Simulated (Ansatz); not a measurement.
AlSi13PH24, a doped nanocrystal cut from the lattice of silicon (Al and P 4.5 A apart), relaxed as a singlet with RKS PBE-D4/def2-SVP in Ansatz, starting from the GFN2-xTB geometry. Force threshold 0.03 eV/Å.

Another isomer (singlet) lies 0.59 eV lower at PBE0-D4/def2-TZVP; other spin states weren't run for this one.

Start:

```xyz
39

Al    0.9138    0.8972   -0.5788
P     0.2538   -2.3764    2.7089
Si   -0.9616   -0.8339   -0.4036
Si   -2.3294    0.1767    3.0443
Si    0.9193    1.3933   -5.0062
Si   -0.2165    2.8137   -1.6017
Si    1.2758    1.1470    1.9146
Si    2.6830   -0.1374   -1.9175
Si   -0.3166   -2.9012    0.5116
Si    1.8250   -0.5195   -4.0642
Si   -1.5407   -1.7948    4.0321
Si   -2.9145   -0.2612    0.8052
Si   -0.6295    1.8011    3.1769
Si   -0.8568    2.2192   -3.7714
Si    2.0194   -0.8775    2.8930
H    -1.5189   -1.3465   -1.6922
H    -3.4811    0.5027    3.9095
H     0.6080    1.2156   -6.4320
H     1.9784    2.4206   -5.0355
H    -1.4342    3.2892   -0.8882
H     0.5439    4.0819   -1.7377
H     0.7158   -3.5521    3.2706
H     2.3510    2.0267    2.4672
H     3.1863   -1.4383   -1.3907
H     3.9619    0.5986   -2.1010
H    -1.0993   -4.1227    0.7784
H     0.9761   -3.4364    0.0604
H     0.7277   -1.4974   -3.9001
H     2.7412   -1.2216   -4.9745
H    -2.3226   -3.0387    4.0154
H    -0.9141   -1.7878    5.3615
H    -4.0555   -1.1946    0.8033
H    -3.4981    0.9760    0.2690
H    -1.1706    3.0455    2.6135
H    -0.3981    2.1496    4.5895
H    -1.8345    1.1190   -3.6325
H    -1.6167    3.2324   -4.5175
H     3.0327   -1.6194    2.1282
H     2.3962   -1.1490    4.2922
```

(1) Estimate the energy that the relaxation releases and the steps that it takes.

(2) Does the start keep its bonding and symmetry?

(3) Predict the relaxed structure.

Results:

(1) 0.66 eV, in 9 steps; 30 s on 2 threads of AMD EPYC 7R13 on a shared host and a share (18 GiB) of an NVIDIA H100 80GB HBM3. The force fell under the threshold at step 8, but the optimiser went on. No frequencies were taken in this run, so the end may be a saddle point.

(2) By distances, no bond broke or formed. The bond that changes most is Al1–Si3, from 2.56 to 2.48 Å (atoms count from 1).

(3) 
```xyz
39

Al    0.825    0.873   -0.511
P     0.364   -2.387    2.589
Si   -0.992   -0.819   -0.529
Si   -2.279    0.223    2.932
Si    0.906    1.330   -4.853
Si   -0.251    2.835   -1.522
Si    1.301    1.181    1.892
Si    2.642   -0.185   -1.778
Si   -0.276   -2.843    0.417
Si    1.752   -0.659   -3.908
Si   -1.457   -1.780    3.850
Si   -2.911   -0.250    0.710
Si   -0.560    1.816    3.189
Si   -0.961    2.138   -3.658
Si    2.049   -0.830    2.843
H    -1.494   -1.308   -1.872
H    -3.470    0.551    3.803
H     0.550    1.109   -6.305
H     1.992    2.379   -4.814
H    -1.460    3.316   -0.744
H     0.649    4.035   -1.711
H     0.833   -3.610    3.165
H     2.429    2.111    2.288
H     3.124   -1.485   -1.164
H     3.872    0.671   -1.980
H    -1.255   -3.967    0.660
H     0.986   -3.432   -0.155
H     0.607   -1.635   -3.764
H     2.750   -1.285   -4.854
H    -2.370   -2.974    3.755
H    -0.905   -1.683    5.247
H    -3.973   -1.321    0.772
H    -3.535    1.003    0.149
H    -1.092    3.139    2.695
H    -0.282    1.941    4.669
H    -1.950    1.006   -3.511
H    -1.642    3.224   -4.458
H     3.197   -1.499    2.134
H     2.287   -0.927    4.331
```
Bond lengths: 11 × Si–Si 2.35 to 2.36 Å; 4 × Al–Si 2.45 to 2.48 Å; 3 × P–Si 2.30 to 2.31 Å; 23 × H–Si 1.51 to 1.52 Å; 1 × H–P 1.43 Å.
